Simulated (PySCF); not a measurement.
# Worked example: dipole moment from atomic charges

BrH5N2Sn, SMILES [NH2][SnH]([NH2])[Br]. Atoms are numbered in the order given.

```xyz
9

Sn     0.1517    -0.5966     0.4342
N     -1.4039    -1.8532     0.1077
N      1.7417    -1.4118    -0.5198
Br    -0.2924     1.6940    -0.5344
H      0.4247    -0.3862     2.1032
H     -2.1588    -1.7337     0.7811
H     -1.8086    -1.7505    -0.8217
H      1.4472    -2.0173    -1.2848
H      2.3817    -0.7176    -0.9019
```
Charge 0, spin multiplicity 1.

Coordinates come from a PBE0-D3(BJ)/def2-SVP optimisation. The structure was generated by enumeration; whether it is a known compound was not checked. The def2 effective core potentials stand for the cores of Sn; spin–orbit coupling is left out. One conformer was computed; it need not be the lowest.

Charges (e) from M06-2X/def2-TZVP (PySCF):

```json
[
 {"atom": "Sn1", "Mulliken": "1.017", "ESP fit": "0.753"},
 {"atom": "N2", "Mulliken": "-0.826", "ESP fit": "-0.847"},
 {"atom": "N3", "Mulliken": "-0.817", "ESP fit": "-0.878"},
 {"atom": "Br4", "Mulliken": "-0.389", "ESP fit": "-0.309"},
 {"atom": "H5", "Mulliken": "-0.016", "ESP fit": "-0.048"},
 {"atom": "H6", "Mulliken": "0.258", "ESP fit": "0.321"},
 {"atom": "H7", "Mulliken": "0.259", "ESP fit": "0.322"},
 {"atom": "H8", "Mulliken": "0.257", "ESP fit": "0.356"},
 {"atom": "H9", "Mulliken": "0.257", "ESP fit": "0.329"}
]
```

The dipole moment of the full density is 1.14 D.

### Question
What dipole moment does each set of point charges give, and which comes closer to that of the density?

### Answer

μ = Σ q r, and 1 e Å = 4.8032 D.
Mulliken: Σ q r = (-0.043, -0.179, 0.378) e Å, |μ| = 2.02 D.
ESP fit: Σ q r = (-0.132, -0.219, -0.012) e Å, |μ| = 1.23 D.
ESP fit comes closer in size. Point charges leave out the atoms' own dipoles (lone pairs, polarised bonds); fits to the potential absorb them, partitions of the density don't.
